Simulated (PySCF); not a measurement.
CH6ClFSi2.

```xyz
11

F      1.7606    -0.6657     0.7625
Si     0.9302    -0.1546    -0.5315
Cl     0.5016     1.8382    -0.2377
C     -0.6372    -1.1261    -0.6575
Si    -1.9345    -0.7760     0.6750
H      1.8270    -0.2681    -1.7067
H     -1.0912    -0.9407    -1.6464
H     -0.3666    -2.1963    -0.6226
H     -2.9877    -1.8349     0.6288
H     -2.5716     0.5506     0.4351
H     -1.2985    -0.7835     2.0252
```

Coordinates come from a PBE0-D3(BJ)/def2-SVP optimisation. The structure was generated by enumeration; whether it is a known compound was not checked. The values are those of a single conformer.

The numbers are results of PBE/pcSseg-1 run with PySCF, not measurements. Non-relativistic, no solvent.

Computed absolute GIAO shielding of each atom: isotropic value and principal components (ppm):
```tsv
atom	σ(iso)	σ11	σ22	σ33	span
F1	310.5	248.5	314.9	368.0	119.5
Si2	314.6	278.1	314.3	351.5	73.4
Cl3	848.5	688.9	892.0	964.7	275.7
C4	182.0	169.3	182.0	194.7	25.4
Si5	412.5	391.6	397.7	448.0	56.4
H6	25.3	21.7	22.7	31.4	9.7
H7	31.1	27.4	28.2	37.8	10.4
H8	30.9	26.2	28.2	38.3	12.1
H9	27.1	23.6	24.9	32.8	9.2
H10	27.0	23.2	26.4	31.3	8.1
H11	27.0	23.4	26.1	31.6	8.1
```
